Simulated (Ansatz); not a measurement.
Consider the cleavage of the B–Ge bond: `O[BH][GeH3]` + CH₃OH → `COBO` + GeH₄.

Gas-phase electronic energies from Ansatz, PBE0-D4/def2-TZVP geometries. CCSD(T)/CBS adds triple-zeta CCSD(T) − MP2 to the extrapolated MP2 energy (def2 sets, frozen cores). This one scheme is used for every species. DFT in def2-TZVPP. B3LYP here is the variant with VWN-RPA as its local correlation; programs differ in this. For Ge outer-core shells are correlated without core-valence functions, which leaves a few kJ/mol of doubt a bond. Scalar relativity is left out up to krypton. Each species was taken in one conformer, which may not be the lowest.

| level | ΔE (kJ/mol) | difference from CCSD(T)/CBS |
| --- | --- | --- |
| LDA (SPW92) | -161.3 | -9.0 |
| r2SCAN-D4 | -159.1 | -6.8 |
| B97M-V | -165.4 | -13.1 |
| B3LYP-D4 | -159.2 | -6.9 |
| r2SCANh-D4 | -159.6 | -7.3 |
| CAM-B3LYP-D4 | -165.5 | -13.2 |
| ωB97M-V | -159.2 | -6.9 |
| PBE-QIDH | -157.2 | -4.9 |
| PBE | -147.6 | 4.7 |
| B3LYP | -159.5 | -7.2 |
| r2SCANh | -159.5 | -7.2 |
| RPA@PBE/def2-TZVPP | -151.4 | 0.9 |
| HF/def2-SVP | -185.5 | -33.2 |
| HF/def2-QZVPP | -174.1 | -21.8 |
| SCS-MP2/def2-QZVPP | -158.6 | -6.3 |
| MP2/CBS(def2) | -155.3 | -3.0 |
| CCSD(T)/CBS | -152.3 | 0 |

Largest T1 diagnostic among the species: 0.013.

At CCSD(T), def2-SVP lies −26.3 kJ/mol from the extrapolated value and def2-TZVPP −3.7 kJ/mol. Leaving LDA and LC-ωPBE aside and taking each functional with its dispersion term where it has one, the values, not all of them listed here, spread over 19.5 kJ/mol, from CAM-B3LYP-D4 to revPBE-D4. LDA lies −13.7 kJ/mol from PBE without D4. In def2-TZVPP, CCSD(T) changes the Hartree–Fock value by +16.6 kJ/mol (the triples alone add +0.9 kJ/mol) and MP2 by +13.7 kJ/mol.
